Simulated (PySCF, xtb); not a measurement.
Sn(H)2(Et)(vinyl) (C4H10Sn), SMILES [CH](=C)[SnH2][CH2]C.

GFN2-xTB in xtb at its own geometry gives an orbital gap of 4.68 eV and a dipole moment of 1.55 D.

The structure is a stationary point at B3LYP-D3(BJ)/def2-SVP. The def2 effective core potentials stand for the cores of Sn; spin–orbit coupling is left out. Other conformers were not sampled.

Q: What does ωB97X/def2-TZVP (PySCF) give? (The exact figures need the calculation; the answer reports its results.)

A: gap 11.49 eV (levels -9.68 and 1.81 eV), dipole 0.83 D.
